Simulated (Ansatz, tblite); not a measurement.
Spin states of BiF3, each relaxed with PBE-D4/def2-TZVP in Ansatz. Electronic energies in the gas phase.

In the def2 sets Bi takes a core potential; there is no spin–orbit coupling. The xTB rows come from tblite. Correlated methods freeze 7 core orbitals; core or outer-core shells of Bi are correlated, in sets that lack core-valence functions. In CCSD on the charge 0 triplet the largest single amplitude is 0.19, so its Hartree–Fock determinant may place the open shell otherwise than the density functionals do. In the quintet geometry the species has come apart into loosely held pieces. In the quintet, F3 and F4 lie 1.89 Å apart (atoms count from 1), so these atoms are partly bonded to each other. The structure comes from a short search, and lower isomers may exist.

Singlet geometry (C3v within 0.1 Å):

```xyz
4

Bi   -0.406    0.573    0.323
F     1.474    0.888   -0.342
F     0.007   -1.109    1.359
F    -1.076   -0.352   -1.341
```

Triplet geometry (Cs within 0.1 Å):

```xyz
4

Bi    0.370    0.044   -0.871
F     1.134   -1.796   -0.386
F    -0.508    0.022    1.101
F    -0.996    1.730    0.156
```

Quintet geometry:

Cartesian coordinates in Å:
```
Bi 0.344 1.713 -0.241
F -1.104 0.480 0.772
F -0.533 -1.047 -0.495
F 1.293 -1.145 -0.036
```

⟨S²⟩: triplet 2.01 at PBE0-D4/def2-TZVP (pure 2.00), quintet 6.01 at PBE0-D4/def2-TZVP (pure 6.00).

Only these spin states were relaxed. The quintet has fallen apart into loose fragments. The quintet has other bonds than the singlet, so the gap mixes isomer and spin.

(1) Estimate which spin state lies lowest at each of these levels, and by how much: GFN1-xTB; GFN2-xTB; HF/def2-TZVP; HF/def2-TZVPP; revPBE-D4/def2-TZVP; B97M-V/def2-TZVP; PBE0-D4/def2-TZVP; BHLYP-D4/def2-TZVP; PBE-QIDH/def2-TZVP; MP2/def2-TZVPP; CCSD/def2-TZVPP; CCSD(T)/def2-TZVPP.

## Answers

(1) 
| level | triplet − singlet (kJ/mol) | quintet − singlet (kJ/mol) | lowest of these |
| --- | --- | --- | --- |
| GFN1-xTB | 356.3 | 820.4 | singlet |
| GFN2-xTB | 381.6 | 795.9 | singlet |
| HF/def2-TZVP | 348.3 | 581.7 | singlet |
| HF/def2-TZVPP | 348.3 | 581.7 | singlet |
| revPBE-D4/def2-TZVP | 394.0 | 783.7 | singlet |
| B97M-V/def2-TZVP | 420.4 | 840.6 | singlet |
| PBE0-D4/def2-TZVP | 415.6 | 818.7 | singlet |
| BHLYP-D4/def2-TZVP | 418.7 | 795.6 | singlet |
| PBE-QIDH/def2-TZVP | 454.6 | 861.0 | singlet |
| MP2/def2-TZVPP | 513.7 | 943.7 | singlet |
| CCSD/def2-TZVPP | 448.9 | 840.9 | singlet |
| CCSD(T)/def2-TZVPP | 451.6 | 860.3 | singlet |

The xTB methods have no spin-polarisation term.
